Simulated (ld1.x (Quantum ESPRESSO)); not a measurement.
carbon: excitation energies, all-electron against RRKJ

- Element: C (Z = 6)
- Generator: ld1.x (Quantum ESPRESSO) 7.5
- Type: norm-conserving RRKJ (Kleinman–Bylander form)
- Functional: PBE
- Relativity: non-relativistic
- Frozen core: [He]
- Valence charge: 4
- Reference configuration: 2s2 2p1 (charge +1)
- Partial waves: 2s (bound): rc 1.25 bohr; 2p (bound): rc 1.95 bohr; 3d channel at 0.25 Ry: rc 1.55 bohr
- Local potential: the d channel
- Core correction: none
- rho0: 0.01

Energies are relative to the spin-unpolarised reference configuration 2s2 2p1; without spin polarisation the order of configurations can differ from experiment.

Problem. Give the all-electron excitation energy and the error of the potential for: 2s2 2p2; 2s2 2p0; 2s1 2p0; 2s0 2p4; 2s1 2p3; 2s1 2p2; 2s2 2p2.3.

Solution.

```tsv
valence configuration	charge	ΔE all-electron (eV)	error AE − PS (meV)
2s2 2p2	0	-10.865	+27
2s2 2p0	+2	24.160	+144
2s1 2p0	+3	72.332	+429
2s0 2p4	0	6.080	+110
2s1 2p3	0	-2.402	+69
2s1 2p2	+1	8.737	+4.3
2s2 2p2.3	-0.3	-12.025	+33
```
